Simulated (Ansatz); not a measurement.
CH5S (SMILES C[SH2+]) moved off its minimum; all values from Ansatz (a program for electronic structure), cores frozen in correlated methods.
(charge 1, multiplicity 1)
```xyz
7

C     -1.11269    -0.17131     0.33472
S      0.60855     0.05521    -0.21603
H     -1.74615     0.58100    -0.26413
H     -1.39395    -1.12224     0.05768
H     -1.20467    -0.06015     1.39087
H      0.96489     1.20929     0.38787
H      1.26184    -0.65027     0.56640
```

Problem. Give the forces (eV/Å), the total energy and the dipole at CCSD(T)/cc-pV(T+d)Z.

Solution. 
```csv
atom,Fx,Fy,Fz
C1,-0.337,2.937,-0.748
S2,-1.775,2.226,-2.578
H3,1.094,-1.016,1.013
H4,-0.475,-2.254,-0.805
H5,-0.021,0.345,0.704
H6,-0.199,-0.039,-0.003
H7,1.713,-2.199,2.418
```
Energy -438.4657 hartree.
